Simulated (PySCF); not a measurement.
B3LYP has the VWN-RPA correlation part, as in Gaussian. Excitations are Tamm–Dancoff values on a coarser integration grid. The basis has no diffuse functions, so Rydberg states are missing or too high.

Z-matrix (Å, degrees):
```
C
C 1 1.3997
H 2 1.1039 1 115.12
C 2 1.4059 3 115.85 1 180.00
H 4 1.1018 2 115.74 3 0.00
C 4 1.4058 5 115.63 2 180.00
H 6 1.1030 4 115.09 5 0.00
C 6 1.4058 7 115.09 4 -180.00
H 8 1.1018 6 115.63 7 0.00
C 8 1.4059 9 115.74 6 -180.00
C 10 1.3997 8 129.03 9 180.00
H 10 1.1039 11 115.13 1 180.00
C 11 1.4141 10 125.96 12 0.00
H 13 1.0974 11 125.10 10 0.00
C 13 1.4131 14 126.42 11 -180.00
H 15 1.0990 13 125.10 14 0.00
C 15 1.4131 16 125.10 13 180.00
H 17 1.0974 15 126.43 16 0.00
```
Charge 0, multiplicity 1.

Problem. Give the HOMO–LUMO gap, S1–T1 gap (TDA) and dipole moment at the level B3LYP-D3(BJ)/def2-SVP // PBE-D3(BJ)/def2-SVP in PySCF.

Solution. 
| Quantity | Value |
|---|---|
| HOMO–LUMO gap | 3.28 eV |
| S1–T1 gap (TDA) | 0.47 eV |
| dipole moment | 1.08 D |
